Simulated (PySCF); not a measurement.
# W⁺ (tungsten, charge +1) across methods

[Xe] 4f14 5d5, high-spin 6S determinant (an excited configuration). Computed with PySCF 2.14 in def2-TZVPPD with the def2 core potential (60 electrons) (6s5p3d2f1g, 59 functions), with scalar relativity through the core potential.

```
 method  E (hartree)  mean ε 5p α (eV)  mean ε 5p β (eV)  mean ε 5d α (eV)  Σ⟨r²⟩ (bohr²)   ⟨S²⟩
  TPSSh     -66.6134           -49.589           -46.214           -11.496          38.17  8.751
  wB97X     -66.6151           -53.441           -49.906           -14.298          37.76  8.751
  B97-3     -66.6281           -51.343           -47.587           -12.177          37.89  8.751
    UHF    -66.08517           -59.991           -52.352           -15.534          37.61  8.754
LC-wPBE     -66.6489           -53.563           -50.032           -14.900          37.72  8.752
 r2SCAN     -66.6623           -49.479           -45.743           -11.274          37.94  8.752
    PBE     -66.6520           -48.087           -45.297           -11.127          38.48  8.751
   PBE0     -66.6242           -51.214           -47.321           -12.351          38.05  8.751
```

Task: Estimate the same row for LDA.

Result: E (hartree) = -66.4627; mean ε 5p α (eV) = -48.091; mean ε 5p β (eV) = -45.395; mean ε 5d α (eV) = -11.257; Σ⟨r²⟩ (bohr²) = 38.80; ⟨S²⟩ = 8.750.

Energies and moments cover only the electrons outside the core potential. Spin-orbit coupling, which splits the p, d and f shells strongly at this Z, is absent.
